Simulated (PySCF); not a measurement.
**Peak assignment**

Molfile (atoms numbered from 1):
```
C5H10N2O2Si
     RDKit          3D

 20 20  0  0  0  0  0  0  0  0999 V2000
    2.5323   -1.3292    0.0971 C   0  0  0  0  0  0  0  0  0  0  0  0
    2.4239   -0.0651   -0.4951 O   0  0  0  0  0  0  0  0  0  0  0  0
    1.5261    1.1876    0.0168 Si  0  0  1  0  0  4  0  0  0  0  0  0
    1.6748    2.3004   -1.1460 O   0  0  0  0  0  0  0  0  0  0  0  0
   -0.1353    0.6787    0.2039 N   0  0  0  0  0  0  0  0  0  0  0  0
   -1.0267    1.0925    1.1527 C   0  0  0  0  0  0  0  0  0  0  0  0
   -2.2051    0.4267    1.0029 C   0  0  0  0  0  0  0  0  0  0  0  0
   -2.0472   -0.4523   -0.1012 C   0  0  0  0  0  0  0  0  0  0  0  0
   -2.9934   -1.3801   -0.5446 N   0  0  0  0  0  0  0  0  0  0  0  0
   -0.7751   -0.2717   -0.5663 C   0  0  0  0  0  0  0  0  0  0  0  0
    3.0219   -1.9905   -0.6181 H   0  0  0  0  0  0  0  0  0  0  0  0
    1.5481   -1.7290    0.3489 H   0  0  0  0  0  0  0  0  0  0  0  0
    3.1342   -1.2722    1.0063 H   0  0  0  0  0  0  0  0  0  0  0  0
    1.9413    1.7422    1.2958 H   0  0  0  0  0  0  0  0  0  0  0  0
    2.2928    2.1665   -1.8603 H   0  0  0  0  0  0  0  0  0  0  0  0
   -0.7466    1.8407    1.8670 H   0  0  0  0  0  0  0  0  0  0  0  0
   -3.0893    0.5354    1.6004 H   0  0  0  0  0  0  0  0  0  0  0  0
   -3.9428   -1.0860   -0.3618 H   0  0  0  0  0  0  0  0  0  0  0  0
   -2.8667   -1.6451   -1.5114 H   0  0  0  0  0  0  0  0  0  0  0  0
   -0.2722   -0.7388   -1.3900 H   0  0  0  0  0  0  0  0  0  0  0  0
  1  2  1  0
  2  3  1  0
  3  4  1  0
  3  5  1  0
  5  6  1  0
  6  7  2  0
  7  8  1  0
  8  9  1  0
  8 10  2  0
 10  5  1  0
  1 11  1  0
  1 12  1  0
  1 13  1  0
  3 14  1  1
  4 15  1  0
  6 16  1  0
  7 17  1  0
  9 18  1  0
  9 19  1  0
 10 20  1  0
M  END
```

Theory: shieldings: GIAO PBE0/pcSseg-1, coordinates at the GFN2-xTB level, in PySCF (single conformer, averaged over atoms made equivalent by symmetry, fast rotation or ring inversion, relativity neglected, no solvent).

Scale: $^{13}$C (186.93 ppm) and $^{1}$H (31.72 ppm) against TMS (reference shieldings calculated alike).

**Question.** Assign these signals to the numbered atoms. $^{13}$C{$^{1}$H} NMR (computed): δ 143.2 (C), 124.5 (CH), 108.1 (CH), 104.2 (CH), 52.1 (CH3).

**Answer.** 
```tsv
δ (ppm)	atoms	environment	reason
143.2	C8	aromatic carbon bearing nitrogen	σ withdrawal by the attached heteroatom moves it downfield of the ring CH carbons
124.5	C6	aromatic CH next to a ring nitrogen	–
108.1	C7	aromatic CH	π donation from the O or N substituent raises the electron density at positions ortho and para to it
104.2	C10	aromatic CH next to a ring nitrogen	resonance donation from the substituent shields this position
52.1	C1	methyl carbon bonded to O	deshielded by the electronegative neighbour
```

**Question.** Assign these signals to the numbered atoms. $^{1}$H NMR (600 MHz, computed): δ 6.39 (m, 1H), 6.25 (m, 1H), 6.04 (m, 1H), 4.84 (s, 1H), 3.83 (s, 3H), 2.82 (br s, 2H), 2.23 (br s, 1H).

**Answer.** 
| δ (ppm) | atoms | environment | reason |
| --- | --- | --- | --- |
| 6.39 | H16 | hydrogen on an aromatic CH next to a ring nitrogen | it sits in the deshielding region of the aromatic ring current |
| 6.25 | H20 | hydrogen on an aromatic CH next to a ring nitrogen | – |
| 6.04 | H17 | hydrogen on an aromatic CH | π donation from the O or N substituent shields it against benzene |
| 4.84 | H14 | hydrogen on a silicon bonded to N, 2 O | – |
| 3.83 | H11/H12/H13 | hydrogen on a methyl carbon bonded to O | its carbon carries O, an electronegative neighbour |
| 2.82 | H18/H19 | hydrogen on an aniline-type nitrogen | labile proton, position sensitive to the medium |
| 2.23 | H15 | hydrogen on an oxygen bonded to Si | exchangeable, gas-phase position |

The OH or NH signal is concentration- and solvent-dependent in practice; the value given is the gas-phase one. Shifts are as computed. Against solution values, carbons near 30 ppm lie about +3 ppm off and those near 130 ppm about +5 ppm. Of 1211 compounds with measured shifts, 218 miss one by over three times the rms of a fit or turn the order of signals round; such compounds aren't used in these exercises. No couplings were computed; multiplicities are counted from neighbouring protons, with m where these are inequivalent, close in shift, in a saturated or five-membered ring or joined by F or P, and br s for small geminal =CH2 splittings.
